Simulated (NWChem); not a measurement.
System: ZrNHF₂; SMILES [NH]=[Zr]([F])[F]

The following NWChem deck was run.

```
start job
memory heap 200 mb stack 900 mb global 1100 mb
geometry units angstroms noautoz
  Zr     0.031663    -0.000158     0.052803
  N     -1.595031    -0.001730    -0.727971
  H     -2.444510    -0.003029    -1.285309
  F      0.983263    -1.667335    -0.196134
  F      0.980248     1.668641    -0.196787
end
basis spherical
  * library def2-svp
end
ecp
  Zr library def2-ecp
end
dft
  xc b3lyp
  iterations 150
  mulliken
end
task dft energy
```

Output (shortened):

```
             Northwest Computational Chemistry Package (NWChem) 7.3.0
             --------------------------------------------------------

 CS  symmetry detected

                             Geometry "geometry" -> ""
                             -------------------------

 Output coordinates in angstroms (scale by  1.889725989 to convert to a.u.)

  No.       Tag          Charge          X              Y              Z
 ---- ---------------- ---------- -------------- -------------- --------------
    1 Zr                  40.0000    -0.01513494     0.17731882     0.00000000
    2 N                    7.0000    -1.76192802    -0.27485129     0.00000000
    3 H                    1.0000    -2.70299675    -0.65777607     0.00000000
    4 F                    9.0000     0.86899391    -0.25061210    -1.66798871
    5 F                    9.0000     0.86899391    -0.25061210     1.66798871

 Effective nuclear repulsion energy (a.u.)     326.7696471060

      Symmetry information
      --------------------

 Group name             Cs
 Group number              2
 Group order               2
 No. of unique centers     4

                                 NWChem DFT Module
                                 -----------------

 Summary of "ao basis" -> "ao basis" (spherical)
 ------------------------------------------------------------------------------
       Tag                 Description            Shells   Functions and Types
 ---------------- ------------------------------  ------  ---------------------
 Zr                         def2-svp                11       31   5s3p2d1f
 N                          def2-svp                 6       14   3s2p1d
 H                          def2-svp                 3        5   2s1p
 F                          def2-svp                 6       14   3s2p1d

      Symmetry analysis of basis
      --------------------------

        a'         49
        a"         29

            General Information
            -------------------
          SCF calculation type: DFT
          Wavefunction type:  closed shell.
          No. of atoms     :     5
          No. of electrons :    38
           Alpha electrons :    19
            Beta electrons :    19
          Charge           :     0
          Spin multiplicity:     1
          Use of symmetry is: on ; symmetry adaption is: on
          Maximum number of iterations: 150
          AO basis - number of functions:    78
                     number of shells:    32
          Convergence on energy requested:  1.00D-06
          Convergence on density requested:  1.00D-05
          Convergence on gradient requested:  5.00D-04

              XC Information
              --------------
                         B3LYP Method XC Potential
                     Hartree-Fock (Exact) Exchange  0.200
                        Slater Exchange Functional  0.800 local
                    Becke 1988 Exchange Functional  0.720 non-local
              Lee-Yang-Parr Correlation Functional  0.810
                  VWN I RPA Correlation Functional  0.190 local

             Grid Information
             ----------------
          Grid used for XC integration:  medium
          Radial quadrature: Mura-Knowles
          Angular quadrature: Lebedev.
          Tag              B.-S. Rad. Rad. Pts. Rad. Cut. Ang. Pts.
          ---              ---------- --------- --------- ---------
          Zr                  1.55      123          10.0       590
          N                   0.65       49           8.0       434
          H                   0.35       45          11.0       434
          F                   0.50       49          10.0       434
          Grid pruning is: on
          Number of quadrature shells:   266
          Spatial weights used:  Erf1

      Superposition of Atomic Density Guess
      -------------------------------------

 Sum of atomic energies:        -306.82796801

      Non-variational initial energy
      ------------------------------

 Total energy =    -299.707650
 1-e energy   =    -680.161932
 2-e energy   =     254.212243
 HOMO         =      -0.376247
 LUMO         =      -0.110858

      Symmetry analysis of molecular orbitals - initial
      -------------------------------------------------

  Numbering of irreducible representations:

     1 a'          2 a"

  Orbital symmetries:

     1 a'          2 a"          3 a'          4 a'          5 a"
     6 a'          7 a'          8 a'          9 a"         10 a'
    11 a'         12 a"         13 a"         14 a'         15 a'
    16 a"         17 a'         18 a'         19 a"         20 a'
    21 a'         22 a"         23 a'         24 a'         25 a"
    26 a'         27 a'         28 a"         29 a'

     ---------------------------------------------
      Total Density - Mulliken Population Analysis
     ---------------------------------------------

    Atom       Charge   Shell Charges
 -----------   ------   -------------------------------------------------------
    1 Zr  12     9.44  -0.47  1.58  0.91  0.16  0.02  5.84  0.28  0.06  0.81  0.16  0.11
    2 N    7     8.33   1.99  1.11  0.56  2.82  1.85  0.01
    3 H    1     0.78   0.61  0.13  0.05
    4 F    9     9.72   1.99  1.16  0.80  3.60  2.18  0.00
    5 F    9     9.72   1.99  1.16  0.80  3.60  2.18  0.00

   convergence    iter        energy       DeltaE   RMS-Dens  Diis-err
 ---------------- ----- ----------------- --------- --------- ---------
 d= 0,ls=0.0,diis     1   -301.6998705208 -4.28D+02  5.75D-02  2.55D+00
 d= 0,ls=0.0,diis     2   -297.0249904882  4.67D+00  4.94D-02  3.65D+01
 d= 0,ls=0.0,diis     3   -302.0445787040 -5.02D+00  6.50D-03  1.23D-01
 d= 0,ls=0.0,diis     4   -302.0152560955  2.93D-02  3.97D-03  3.56D-01
 d= 0,ls=0.0,diis     5   -302.0567052221 -4.14D-02  8.04D-04  5.72D-03
  Resetting Diis
 d= 0,ls=0.0,diis     6   -302.0572623674 -5.57D-04  2.29D-04  1.45D-03
 d= 0,ls=0.0,diis     7   -302.0574228709 -1.61D-04  1.90D-04  5.10D-05
 d= 0,ls=0.0,diis     8   -302.0573844025  3.85D-05  1.38D-04  3.56D-04
 d= 0,ls=0.0,diis     9   -302.0574290187 -4.46D-05  1.85D-05  4.60D-06
 d= 0,ls=0.0,diis    10   -302.0574295030 -4.84D-07  3.38D-06  3.29D-07

         Total DFT energy =     -302.057429502971
      One electron energy =     -685.146812215150
           Coulomb energy =      291.065316597777
    Exchange-Corr. energy =      -34.217972614994
 Nuclear repulsion energy =      126.242038729397

 Numeric. integr. density =       38.000000837113

                  Occupations of the irreducible representations
                  ----------------------------------------------

                     irrep           alpha         beta
                     --------     --------     --------
                     a'               12.0         12.0
                     a"                7.0          7.0

                       DFT Final Molecular Orbital Analysis
                       ------------------------------------

 Vector   17  Occ=2.000000D+00  E=-3.745653D-01  Symmetry=a'
              MO Center= -2.9D-01, -2.6D-01, -3.7D-14, r^2= 3.8D+00
   Bfn.  Coefficient  Atom+Function         Bfn.  Coefficient  Atom+Function
  ----- ------------  ---------------      ----- ------------  ---------------
    35      0.313506  2 N  px                 6     -0.271068  1 Zr px
    46      0.243806  3 H  s                 54     -0.242682  4 F  px
    68     -0.242682  5 F  px                55     -0.179895  4 F  py
    69     -0.179895  5 F  py                57      0.170166  4 F  px
    71      0.170166  5 F  px                56     -0.160901  4 F  pz

 Vector   18  Occ=2.000000D+00  E=-2.664167D-01  Symmetry=a'
              MO Center= -1.3D+00, -1.3D-01,  3.1D-15, r^2= 1.7D+00
   Bfn.  Coefficient  Atom+Function         Bfn.  Coefficient  Atom+Function
  ----- ------------  ---------------      ----- ------------  ---------------
    36      0.454452  2 N  py                15      0.350371  1 Zr d -2
    39     -0.333935  2 N  py                35     -0.165621  2 N  px
    19     -0.156414  1 Zr d  2              38      0.125278  2 N  px
     7      0.120502  1 Zr py                20      0.094444  1 Zr d -2
     4      0.070094  1 Zr s                 56     -0.068224  4 F  pz

 Vector   19  Occ=2.000000D+00  E=-2.478670D-01  Symmetry=a"
              MO Center= -1.4D+00, -2.1D-01,  5.7D-15, r^2= 1.7D+00
   Bfn.  Coefficient  Atom+Function         Bfn.  Coefficient  Atom+Function
  ----- ------------  ---------------      ----- ------------  ---------------
    37      0.517789  2 N  pz                40     -0.397917  2 N  pz
    18     -0.248321  1 Zr d  1               8      0.173987  1 Zr pz
    16      0.120516  1 Zr d -1              56     -0.100571  4 F  pz
    70     -0.100571  5 F  pz                23     -0.083831  1 Zr d  1
    59      0.082940  4 F  pz                73      0.082940  5 F  pz

 Vector   20  Occ=0.000000D+00  E=-1.133742D-01  Symmetry=a'
              MO Center= -4.3D-02,  9.5D-01,  1.2D-14, r^2= 3.3D+00
   Bfn.  Coefficient  Atom+Function         Bfn.  Coefficient  Atom+Function
  ----- ------------  ---------------      ----- ------------  ---------------
     4      0.487091  1 Zr s                 19     -0.467617  1 Zr d  2
     5      0.348171  1 Zr s                  2     -0.282966  1 Zr s
    17     -0.261747  1 Zr d  0              13      0.213675  1 Zr py
     3     -0.207692  1 Zr s                 24     -0.168269  1 Zr d  2
     7     -0.157838  1 Zr py                10      0.156958  1 Zr py

[...]
```

Level: B3LYP/def2-SVP with def2 effective core potentials on Zr. Structure relaxed at the PBE0/def2-SVP level. def2 effective core potentials on Zr; no spin-orbit coupling.
